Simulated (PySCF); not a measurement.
**Bond length, frequency and bond energy of CI⁻ by level of theory**

State: ³Σ⁻ (triplet), unpaired electrons π ↑↑. Set-up: C def2-SVPD, I def2-SVPD with ECP28; scalar-relativistic core potentials (PySCF 2.14). De refers to C + I⁻ in their high-spin ground configurations, without counterpoise correction. The functionals are run spin-unrestricted. A positive dipole points towards I; it is taken about the centre of mass and depends on that origin.

| Level | Re (Å) | ωe (cm⁻¹) | De (eV) | μ (D) | CPU s a point (SCF and correlation, without the integrals) |
| --- | --- | --- | --- | --- | --- |
| UHF | 2.556 | 193 | n/a | 2.73 | 0.17 |
| UHF-MP2 | 2.301 | 356 | 1.08 | n/a | 0.3 |
| UHF-SCS-MP2 | 2.328 | 331 | 0.92 | n/a | n/a |
| PBE | 2.255 | 394 | 1.86 | 4.44 | 0.84 |
| PBEsol | 2.228 | 416 | 2.04 | 4.48 | 0.46 |
| PW91 | 2.260 | 391 | 1.85 | 4.42 | 0.48 |
| r²SCAN | 2.280 | 375 | 1.65 | 4.37 | 1 |
| M06-L | 2.245 | 370 | 1.71 | 4.62 | 1 |
| PBE0 | 2.257 | 388 | 1.58 | 4.37 | 1 |
| ωB97X | 2.258 | 376 | 1.31 | 4.47 | 0.86 |

The bond length runs from 2.228 Å (PBEsol) to 2.556 Å (UHF). De spans 0.92 eV (UHF-SCS-MP2, perturbation theory) to 2.04 eV (PBEsol, GGA).

Correlated steps freeze 5 core orbitals. Correlated levels converge slowly with the basis: in double zeta they bind strong bonds too weakly, by up to about 1 eV, and carry superposition errors of some tenths. These are scalar-relativistic numbers at best; spin–orbit coupling would shift them, the dissociation energy most. For an ion De counts to the pair picked by the measured ionisation energies or electron affinities, which need not be the lowest pair at this level. The highest Kohn–Sham level is positive in this anion. Much of that is self-interaction error, but it also means that the finite basis helps to hold the extra electron. The state was picked by a PBE0 search and need not be the measured ground state.

The whole job (state search and all levels along the bond) took about 2.1 min on 1 thread of Arm Neoverse V2 (shared host), peak memory 0.75 GiB.
